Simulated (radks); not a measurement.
The numbers below are computed, except where a source is named.
Bi3+, configuration [Hg] (the NIST ground configuration). Level of theory: scalar-relativistic Kohn-Sham, LDA (Slater exchange, Perdew-Wang correlation), spin-polarised, spherical densities, point nucleus (a radial shooting solver on a logarithmic mesh with Libxc functionals).

Normalised radial functions P(r) = r R(r), r in bohr:

r             4f       6s
0.001088  0.0000   0.0418
0.001463  0.0000   0.0509
0.001966  0.0000   0.0612
0.002644  0.0000   0.0721
0.003526  0.0000   0.0823
0.004741  0.0000   0.0908
0.006374  0.0000   0.0941
0.00857   0.0001   0.0883
0.01143   0.0003   0.0691
0.01537   0.0009   0.0314
0.02066   0.0026  -0.0246
0.02756   0.0070  -0.0876
0.03705   0.0187  -0.1370
0.04981   0.0475  -0.1332
0.06697   0.1128  -0.0465
0.08932   0.2414   0.0970
0.1201    0.4755   0.2018
0.1615    0.8235   0.1281
0.2171    1.2217  -0.1200
0.2895    1.5058  -0.2885
0.3893    1.5236  -0.1204
0.5233    1.2321   0.2771
0.7036    0.7760   0.4293
0.9385    0.3744   0.0842
1.262     0.1260  -0.4999
1.696     0.0279  -0.8301
2.263     0.0039  -0.7274
3.042     0.0003  -0.3878
4.09      0.0000  -0.1192
5.499     0.0000  -0.0186

4f: eigenvalue -181.20 eV, 0 radial nodes, <r> = 0.441 bohr, 90 % of the charge inside 0.698 bohr. 6s: eigenvalue -40.476 eV, 5 radial nodes at r = 0.0183, 0.0740, 0.190, 0.428, 0.981 bohr, <r> = 2.01 bohr, 90 % of the charge inside 2.87 bohr.
